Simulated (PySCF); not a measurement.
Correlation energy of Ga⁺ (gallium, charge +1)

[Ar] 3d10 4s1 4d1, high-spin 3D determinant (an excited configuration). Computed with PySCF 2.14 in aug-cc-pwCVDZ-PP with ECP10MDF (6s5p4d1f, 48 functions), with scalar relativity through the core potential. Frozen: 3s2 3p6 3d10; 2 electrons correlated.

With two correlated electrons CCSD is exact within the correlated space (frozen core and kept virtual orbitals).

```
level  correlation energy (mhartree)
 CCSD                          -2.59
```

Diagnostics: T1 = 0.0010, D1 = 0.0020, largest double amplitude 0.041.

Question: Is a single reference adequate?

Answer: Yes, within this model without spin-orbit coupling: T1 lies below 0.03 and no double amplitude reaches 0.07.
